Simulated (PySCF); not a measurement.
Molfile (atoms numbered from 1):
```
C5H5FOSi
     RDKit          3D

 13 13  0  0  0  0  0  0  0  0999 V2000
    2.7179    0.0250    1.0782 C   0  0  0  0  0  0  0  0  0  0  0  0
    1.9245   -0.1231    0.1850 C   0  0  0  0  0  0  0  0  0  0  0  0
    0.7075   -0.3658   -1.1597 Si  0  0  2  0  0  4  0  0  0  0  0  0
   -1.0555    0.3523   -0.8199 C   0  0  2  0  0  0  0  0  0  0  0  0
   -1.1931    1.2062    0.3488 C   0  0  0  0  0  0  0  0  0  0  0  0
   -1.5663    2.3551    0.3238 O   0  0  0  0  0  0  0  0  0  0  0  0
   -0.9324   -1.1665   -0.6562 C   0  0  2  0  0  0  0  0  0  0  0  0
   -1.0947   -1.6414    0.6182 F   0  0  0  0  0  0  0  0  0  0  0  0
    3.4047    0.1594    1.8638 H   0  0  0  0  0  0  0  0  0  0  0  0
    1.1403   -0.4486   -2.5397 H   0  0  0  0  0  0  0  0  0  0  0  0
   -1.6259    0.6876   -1.6787 H   0  0  0  0  0  0  0  0  0  0  0  0
   -0.8865    0.7264    1.2975 H   0  0  0  0  0  0  0  0  0  0  0  0
   -1.5449   -1.7663   -1.3237 H   0  0  0  0  0  0  0  0  0  0  0  0
  1  2  3  0
  2  3  1  0
  3  4  1  0
  4  5  1  0
  5  6  2  0
  4  7  1  0
  7  8  1  0
  7  3  1  0
  1  9  1  0
  3 10  1  6
  4 11  1  6
  5 12  1  0
  7 13  1  6
M  END
```

Computational details: NMR shieldings at PBE0/pcSseg-1/GIAO, coordinates at the GFN2-xTB level, in PySCF 2.14.0 with density-fitted response routines (non-relativistic Hamiltonian, isolated molecule, one conformer).

Chemical shifts δ = σref − σ; 13C and 1H and 29Si against TMS; H2O for 17O; 19F against CFCl3, all at this level.

| atoms | nucleus | count | Hirshfeld charge | δ (ppm) |
| --- | --- | --- | --- | --- |
| H13 | 1H | 1 | 0.05 | 5.65 |
| C2 | 13C | 1 | -0.15 | ? |
| H9 | 1H | 1 | 0.11 | 2.02 |
| H12 | 1H | 1 | 0.03 | 9.86 |
| O6 | 17O | 1 | -0.25 | ? |
| Si3 | 29Si | 1 | 0.37 | -131.3 |
| C1 | 13C | 1 | -0.05 | 108.8 |
| F8 | 19F | 1 | -0.10 | -264.6 |
| C4 | 13C | 1 | -0.12 | ? |
| H11 | 1H | 1 | 0.06 | 2.25 |
| H10 | 1H | 1 | -0.04 | 3.65 |
| C5 | 13C | 1 | 0.11 | 196.8 |
| C7 | 13C | 1 | -0.02 | ? |

Fill in the missing shifts.

## Answers


- C7: 83.1 ppm, three-membered-ring carbon; deshielded by the electronegative neighbour
- C2: 77.7 ppm, alkyne carbon; sp carbons lie upfield of alkene carbons because the cylindrical π system leaves one tensor component strongly shielded
- C4: 34.8 ppm, three-membered-ring carbon
- O6: 673.9 ppm, aldehyde oxygen

Shifts are as computed. Against solution values, carbons near 30 ppm lie about +3 ppm off and those near 130 ppm about +5 ppm. Of 1309 compounds with measured shifts, 239 miss one by over three times the rms of a fit or turn the order of signals round; such compounds aren't used in these exercises. Unscaled 19F shifts against computed CFCl3 carry errors that often reach 10 to 50 ppm. Unscaled 17O shifts of doubly bonded oxygen tend to come out too high, by tens of ppm or more. Experimental scales use liquid or dissolved standards, which lie at an offset from isolated H2O (liquid H2O: subtract about 36 ppm).
